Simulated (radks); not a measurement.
Task: The mean radii <r> (bohr) of the occupied orbitals of an atom or ion are listed with their occupations. Calculated with a radial shooting solver on a logarithmic mesh with Libxc functionals: Dirac Kohn-Sham, exchange-only PBE, spin-unpolarised, spherical densities, finite nucleus; Fermi nuclear charge, rms radius of each element as measured or else 0.836 A^(1/3) + 0.57 fm.

| orbital | occ. | <r> |
|---|---|---|
| 1s1/2 | 2 | 0.01715 |
| 2s1/2 | 2 | 0.07173 |
| 2p1/2 | 2 | 0.05908 |
| 2p3/2 | 4 | 0.06752 |
| 3s1/2 | 2 | 0.1857 |
| 3p1/2 | 2 | 0.1759 |
| 3p3/2 | 4 | 0.1910 |
| 3d3/2 | 4 | 0.1665 |
| 3d5/2 | 6 | 0.1710 |
| 4s1/2 | 2 | 0.3886 |
| 4p1/2 | 2 | 0.3867 |
| 4p3/2 | 4 | 0.4116 |
| 4d3/2 | 4 | 0.4041 |
| 4d5/2 | 5 | 0.4112 |

Name the element and its charge. Open shells, if any, fill j = l - 1/2 first.

Result: Z = 78, platinum, charge +33: Pt33+ in [Kr] 4d9. The 1s radius gives Z: for a bare nucleus <r> = (2 gamma + 1)/(2Z) with gamma = sqrt(1 - (Z/c)^2), 0.01695 bohr for Z = 78, and screening makes it slightly larger (0.01715 here). The occupations add up to 45, and the charge is Z minus that.
